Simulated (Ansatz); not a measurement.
GeSiH4F (SMILES F[SiH][GeH3]): the energy to break a bond

GeSiH4F: 7 atoms, total charge 0, spin state doublet. As SMILES, `F[SiH][GeH3]`. Geometry: optimised at wB97X-V/def2-SVP.

```xyz
7

F    -0.8112   -1.7854    1.4344
Si   -0.8896   -1.1395   -0.0692
Ge    0.3260    0.9125   -0.0874
H    -0.3162   -2.1540   -1.0123
H     0.2984    1.4758   -1.5172
H    -0.3342    1.9205    0.8629
H     1.7879    0.7021    0.3430
```

Wanted: the dissociation energy of the Ge3–Si2 bond into doublet GeH3 and singlet SiHF (shapes relaxed at wB97X-V/def2-SVP, no zero-point term). 1 Eh = 2625.50 kJ/mol = 27.2114 eV. Totals in Eh; open shells run unrestricted unless said.

```tsv
level	program	GeSiH4F	doublet GeH3	singlet SiHF
UHF/def2-TZVP	Ansatz	-2466.139264	-2077.068314	-389.008028
U-r2SCAN/def2-TZVP	Ansatz	-2468.725728	-2078.735129	-389.910140
U-wB97M-V/def2-TZVP	Ansatz	-2468.623180	-2078.614417	-389.943611
```

Q: Work out the dissociation energy at each level.

A: 
1. UHF/def2-TZVP: (-2077.068314) + (-389.008028) − (-2466.139264) = 0.062922 Eh = 165.2 kJ/mol = 1.71 eV.
2. U-r2SCAN/def2-TZVP: (-2078.735129) + (-389.910140) − (-2468.725728) = 0.080459 Eh = 211.2 kJ/mol = 2.19 eV.
3. U-wB97M-V/def2-TZVP: (-2078.614417) + (-389.943611) − (-2468.623180) = 0.065152 Eh = 171.1 kJ/mol = 1.77 eV.

The levels span 165 to 211 kJ/mol; no measured value is set beside them. Hartree–Fock lacks the correlation of the electrons that are unpaired, so it comes out low. A fragment with an even electron count was run as a singlet and may have a lower triplet. A bond enthalpy at 298 K also holds the loss of zero-point energy and thermal terms.
